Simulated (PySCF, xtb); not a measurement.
Sn(NH2)2 (H₄N₂Sn), SMILES [NH2][Sn][NH2] (connectivity only; charge and spin as stated), neutral, multiplicity 1.

GFN2-xTB (xtb) at its own geometry gives an orbital gap of 3.54 eV and a dipole moment of 1.48 D.

Coordinates come from a B3LYP-D3(BJ)/def2-SVP optimisation. The def2 effective core potentials stand for the cores of Sn; spin–orbit coupling is left out. One conformer was computed; it need not be the lowest.

Problem. What does CAM-B3LYP/def2-TZVPD in PySCF give? (The exact figures need the calculation; the answer reports its results.)

Solution. gap 7.55 eV (levels -8.01 and -0.46 eV), dipole 0.10 D.
